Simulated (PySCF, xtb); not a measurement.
GeI, SMILES [Ge][I] (connectivity only; charge and spin as stated), charge +1, multiplicity 1.

GFN2-xTB run with xtb 6.7.1 at its own geometry gives an orbital gap of 3.29 eV.

Coordinates come from a B3LYP-D3(BJ)/def2-TZVP optimisation. The spin state was assumed, not searched. The def2 effective core potentials stand for the cores of I; spin–orbit coupling is left out.

Task: What does HF/def2-TZVPD (PySCF) give? (Estimate from the structure and the level; the computed values follow.)

Result: gap 10.27 eV (levels -16.35 and -6.08 eV).
